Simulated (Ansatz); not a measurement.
`N[SiH](Cl)Br` → `Cl[Si]Br` + NH₃ at 500 K and 1 bar (silylene formation by 1,1-elimination).

Gas-phase electronic energies from Ansatz, PBE0-D4/def2-TZVP geometries. CCSD(T)/CBS is the MP2 limit (def2-TZVPP, def2-QZVPP) plus CCSD(T) − MP2 in def2-TZVPP, frozen cores. This one scheme is used for every species. For Br outer-core shells are correlated without core-valence functions, which leaves a few kJ/mol of doubt a bond. Scalar relativity is left out up to krypton. Each species was taken in one conformer, which may not be the lowest.

```tsv
species	CCSD(T)/CBS energy (Eh)	H − E (kJ/mol)	S (J/(mol·K))
`N[SiH](Cl)Br`	-3378.82013	139.0	392.9
`Cl[Si]Br`	-3322.23177	30.4	327.5
NH₃	-56.50880	108.2	211.8
```

H − E and S are ideal-gas, rigid-rotor, harmonic terms from PBE0-D4/def2-TZVP, for one conformer and one mirror image of each species. 1 Eh = 2625.50 kJ/mol, R = 8.31446 J/(mol·K).

By hand: ΔE, ΔH, ΔS and ΔG.

ΔE = (-3322.23177) + (-56.50880) − (-3378.82013) = 0.07956 Eh = 208.9 kJ/mol. Δ(H − E) = 30.4 + 108.2 − 139.0 = -0.4, so ΔH = 208.5 kJ/mol. ΔS = 327.5 + 211.8 − 392.9 = 146.4 J/(mol·K). ΔG = 208.5 − 500 × (146.4)/1000 = 135.3 kJ/mol.

By hand: the equilibrium constant, and the temperature at which ΔG would vanish if ΔH and ΔS stayed fixed.

log₁₀ K = −ΔG/(RT ln 10) = -14.1. ΔG = 0 at ΔH/ΔS = 1424 K.

The number of gas molecules changes by +1, which sets the sign of ΔS. A doubt of 5 kJ/mol in ΔE shifts log₁₀ K by 0.5 here. Other conformers and mirror images would add mixing entropy, several J/(mol·K) or more a flexible species. These are equilibria of isolated gas molecules and say nothing of rates. Largest T1 diagnostic: 0.011 (customary marks: 0.02 for closed shells, 0.045 for open ones).
